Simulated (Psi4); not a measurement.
ethylene (C2H4), singlet, at a GFN2-xTB geometry, with bond 3-1 at 1.6 times its length; CAM-B3LYP/def2-SV(P) in Psi4.

The Psi4 input:
```
memory 2 GB

molecule {
0 1
C    -0.01328681   -0.00656652    0.65800535
C     0.01328681    0.00656652   -0.65800535
H    -0.02546231    1.44664622    1.58635293
H    -0.02873771   -0.92622134    1.21982272
H     0.02873771    0.92622134   -1.21982272
H     0.02089650   -0.90169144   -1.23822259
}

set {
  basis def2-sv(p)
  guess sadno
}

energy('cam-b3lyp')
print_variables()
```

The log (banner, timings and long lists left out):

```
   => Loading Basis Set <=

    Name: DEF2-SV(P)
    Role: ORBITAL
    Keyword: BASIS

         ---------------------------------------------------------
                                   SCF
               by Justin Turney, Rob Parrish, Andy Simmonett
                          and Daniel G. A. Smith
                              RKS Reference
         ---------------------------------------------------------

  ==> Geometry <==

    Molecular point group: c1
    Full point group: C1

    Geometry (in Angstrom), charge = 0, multiplicity = 1:

       Center              X                  Y                   Z               Mass
    ------------   -----------------  -----------------  -----------------  -----------------
         C           -0.013122652876    -0.026159584403     0.645488824918    12.000000000000
         C            0.013450967124    -0.013026544403    -0.670521875082    12.000000000000
         H           -0.025298152876     1.427053155597     1.573836404918     1.007825032230
         H           -0.028573552876    -0.945814404403     1.207306194918     1.007825032230
         H            0.028901867124     0.906628275597    -1.232339245082     1.007825032230
         H            0.021060657124    -0.921284504403    -1.250739115082     1.007825032230

  Running in c1 symmetry.

  Rotational constants: A =      3.69462  B =      0.96001  C =      0.76201 [cm^-1]
  Rotational constants: A = 110761.86723  B =  28780.42145  C =  22844.49574 [MHz]
  Nuclear repulsion =   32.110757620686684

  Charge       = 0
  Multiplicity = 1
  Electrons    = 16
  Nalpha       = 8
  Nbeta        = 8

  ==> Algorithm <==

  SCF Algorithm Type is DF.
  DIIS enabled.
  MOM disabled.
  Fractional occupation disabled.
  Guess Type is SADNO.
  Energy threshold   = 1.00e-06
  Density threshold  = 1.00e-06
  Integral threshold = 1.00e-12

  ==> Primary Basis <==

  Basis Set: DEF2-SV(P)
    Blend: DEF2-SV(P)
    Number of shells: 20
    Number of basis functions: 36
    Number of Cartesian functions: 38
    Spherical Harmonics?: true
    Max angular momentum: 2

  ==> DFT Potential <==

   => LibXC <=

    Version 7.1.2
    S. Lehtola, C. Steigemann, M. J. T. Oliveira, and M. A. L. Marques,  SoftwareX 7, 1–5 (2018) (10.1016/j.softx.2017.11.002)

   => Composite Functional: CAM-B3LYP <=

    CAM-B3LYP Hyb-GGA Exchange-Correlation Functional

    T. Yanai, D. P. Tew, and N. C. Handy,  Chem. Phys. Lett. 393, 51 (2004) (10.1016/j.cplett.2004.06.011)

    Deriv               =              1
    GGA                 =           TRUE
    Meta                =          FALSE

    Exchange Hybrid     =           TRUE
    MP2 Hybrid          =          FALSE

   => Exchange Functionals <=

    0.3500         Becke 88 [omega = 0.3300]
    0.4600   Short-range recipe for B88 functional - erf [omega = 0.3300]

   => Exact (HF) Exchange <=

    0.4600            HF,LR [omega = 0.3300]
    0.1900               HF

   => Correlation Functionals <=

    0.1900   Vosko, Wilk & Nusair (VWN5)
    0.8100   Lee, Yang & Parr

   => LibXC Density Thresholds  <==

    XC_HYB_GGA_XC_CAM_B3LYP:  1.00E-14

   => Molecular Quadrature <=

    Radial Scheme          =       TREUTLER
    Pruning Scheme         =           NONE
    Nuclear Scheme         =       TREUTLER

    Blocking Scheme        =         OCTREE
    BS radius alpha        =              1
    Pruning alpha          =              1
    Radial Points          =             75
    Spherical Points       =            302
    Total Points           =         130788
    Total Blocks           =           1046
    Max Points             =            255
    Max Functions          =             36
    Weights Tolerance      =       1.00E-15

   => Loading Basis Set <=

    Name: (DEF2-SV(P) AUX)
    Role: JKFIT
    Keyword: DF_BASIS_SCF

  ==> Integral Setup <==

  SCF_SUBTYPE=INCORE selected. In-core MEM_DF algorithm will be used.
  Using in-core AOs.

  ==> MemDFJK: Density-Fitted J/K Matrices <==

    J tasked:                   Yes
    K tasked:                   Yes
    wK tasked:                  Yes
    Omega:                3.300E-01
    Algorithm:                 Core
    Schwarz Cutoff:           1E-12
    Mask sparsity (%):       0.0000
    Fitting Condition:        1E-10

   => Auxiliary Basis Set <=

  Basis Set: (DEF2-SV(P) AUX)
    Blend: DEF2-UNIVERSAL-JKFIT
    Number of shells: 74
    Number of basis functions: 222
    Number of Cartesian functions: 258
    Spherical Harmonics?: true
    Max angular momentum: 4

  Minimum eigenvalue in the overlap matrix is 4.5079986453E-03.
  Reciprocal condition number of the overlap matrix is 9.5142488508E-04.
    Using symmetric orthogonalization.

  ==> Pre-Iterations <==

  SCF Guess: Superposition of Atomic Densities' Natural Orbitals via on-the-fly atomic UHF (doi:10.1021/acs.jctc.8b01089).

   -------------------------------------------------------
    Irrep   Nso     Nmo     Nalpha   Nbeta   Ndocc  Nsocc
   -------------------------------------------------------
     A         36      36       8       8       8       0
   -------------------------------------------------------
    Total      36      36       8       8       8       0
   -------------------------------------------------------

  ==> Iterations <==

                           Total Energy        Delta E     RMS |[F,P]|

   @DF-RKS iter   1:   -77.76335853530118   -7.77634e+01   2.96229e-02 ADIIS/DIIS
   @DF-RKS iter   2:   -78.11898610443092   -3.55628e-01   1.76512e-02 ADIIS/DIIS
   @DF-RKS iter   3:   -78.33597504905947   -2.16989e-01   6.61426e-03 ADIIS/DIIS
   @DF-RKS iter   4:   -78.36928869068292   -3.33136e-02   1.64965e-03 ADIIS/DIIS
   @DF-RKS iter   5:   -78.37105743959546   -1.76875e-03   4.91190e-04 ADIIS/DIIS
   @DF-RKS iter   6:   -78.37122504287399   -1.67603e-04   2.70314e-05 DIIS
   @DF-RKS iter   7:   -78.37122593875353   -8.95880e-07   3.43233e-06 DIIS
   @DF-RKS iter   8:   -78.37122596370611   -2.49526e-08   7.95761e-07 DIIS
  Energy and wave function converged.

  ==> Post-Iterations <==

   Electrons on quadrature grid:
      Ntotal   =   16.0000092558 ; deviation = 9.256e-06

    Orbital Energies [Eh]
    ---------------------

    Doubly Occupied:

       1A    -10.301226     2A    -10.261382     3A     -0.839177
       4A     -0.638991     5A     -0.532559     6A     -0.484388
       7A     -0.367055     8A     -0.346963

    Virtual:

       9A      0.018702    10A      0.060385    11A      0.132866
      12A      0.154828    13A      0.215832    14A      0.383963
      15A      0.444812    16A      0.488765    17A      0.513168
      18A      0.536737    19A      0.560429    20A      0.630051
      21A      0.661837    22A      0.743199    23A      0.752505
      24A      0.790279    25A      0.895415    26A      1.052214
      27A      1.524161    28A      1.601645    29A      1.793722
      30A      1.904857    31A      1.924883    32A      2.103087
      33A      2.213027    34A      2.452386    35A      2.638972
      36A      2.768827

    Final Occupation by Irrep:
              A
    DOCC [     8 ]
    NA   [     8 ]
    NB   [     8 ]

  @DF-RKS Final Energy:   -78.37122596370611

   => Energetics <=

    Nuclear Repulsion Energy =             32.1107576206866838
    One-Electron Energy =                -167.5358439050293669
    Two-Electron Energy =                  65.7101639158732524
    DFT Exchange-Correlation Energy =      -8.6563035952366736
    Empirical Dispersion Energy =           0.0000000000000000
    VV10 Nonlocal Energy =                  0.0000000000000000
    Total Energy =                        -78.3712259637061095

Computation Completed

Properties will be evaluated at   0.000000,   0.000000,   0.000000 [a0]

Properties computed using the SCF density matrix

 Multipole Moments:

 ------------------------------------------------------------------------------------
     Multipole            Electronic (a.u.)      Nuclear  (a.u.)        Total (a.u.)
 ------------------------------------------------------------------------------------

 L = 1.  Multiply by 2.5417464519 to convert [e a0] to [Debye]
 Dipole X            :          0.0063104           -0.0036647            0.0026457
 Dipole Y            :         -0.6221275            0.4374069           -0.1847206
 Dipole Z            :         -0.4519293            0.2794261           -0.1725032
 Magnitude           :                                                    0.2527569

 ------------------------------------------------------------------------------------

  Variable Map:
  ----------------------------------------------------------------------------
  "CURRENT ENERGY"              =>     -78.371225963706
  "CURRENT REFERENCE ENERGY"    =>     -78.371225963706
  "DD SOLVATION ENERGY"         =>       0.000000000000
  "DFT FUNCTIONAL TOTAL ENERGY" =>     -78.371225963706
  "DFT TOTAL ENERGY"            =>     -78.371225963706
  "DFT VV10 ENERGY"             =>       0.000000000000
  "DFT XC ENERGY"               =>      -8.656303595237
  "GRID ELECTRONS ALPHA"        =>       8.000004627889
  "GRID ELECTRONS BETA"         =>       8.000004627889
  "GRID ELECTRONS TOTAL"        =>      16.000009255777
  "NUCLEAR REPULSION ENERGY"    =>      32.110757620687
  "ONE-ELECTRON ENERGY"         =>    -167.535843905029
  "PCM POLARIZATION ENERGY"     =>       0.000000000000
  "PE ENERGY"                   =>       0.000000000000
  "SCF ITERATION ENERGY"        =>     -78.371225963706
  "SCF ITERATIONS"              =>       8.000000000000
  "SCF TOTAL ENERGY"            =>     -78.371225963706
  "TWO-ELECTRON ENERGY"         =>      65.710163915873
  "XC GRID RADIAL POINTS"       =>      75.000000000000
  "XC GRID SPHERICAL POINTS"    =>     302.000000000000
  "XC GRID TOTAL POINTS"        =>  130788.000000000000

  Array Variable Map:
  ----------------------------------------------------------------------------
  "CURRENT DIPOLE"              =>       0.002645685909 ... -0.172503159095 1 by 3
  "SCF DIPOLE"                  =>       0.002645685909 ... -0.172503159095 1 by 3
  "SCF TOTAL ENERGIES"          =>     -77.763358535301 ... -78.371225963706 1 by 8
```
